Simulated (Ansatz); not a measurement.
Program: Ansatz. Geometries: PBE0-D4/def2-TZVP. ΔE: electronic, gas phase. CCSD(T)/CBS is the MP2 limit (def2-TZVPP, def2-QZVPP) plus CCSD(T) − MP2 in def2-TZVPP, frozen cores. This one scheme is used for every species. Functionals use def2-TZVPP. B3LYP here is the variant with VWN-RPA as its local correlation; programs differ in this. One conformer a species, not always the lowest.

Reaction (cleavage of the Si–B bond): `B[SiH2]COC` + H–F → `COC[SiH2]F` + BH₃

```csv
level,ΔE (kJ/mol)
PBE0-D4,-129.4
ωB97M-V,-148.4
r2SCAN,-143.4
PBE0,-131.0
B3LYP,-149.9
SCS-MP2/def2-QZVPP,-154.2
HF/CBS(def2),-172.4
MP2/CBS(def2),-147.9
```

Problem. What does CCSD(T)/CBS give? (Best estimate.)

Solution. The calculation gave: -141.6 kJ/mol. The listed levels differ from it by 12.2, -6.8, -1.8, 10.6, -8.3, -12.6, -30.8, -6.3 kJ/mol.

Largest T1 diagnostic among the species: 0.011.

In def2-TZVPP, CCSD(T) changes the Hartree–Fock value by +28.1 kJ/mol (the triples alone add +3.0 kJ/mol) and MP2 by +21.8 kJ/mol. From PBE to PBE0 (25 % exact exchange), in def2-TZVPP and without D4, ΔE moves by −5.2 kJ/mol.
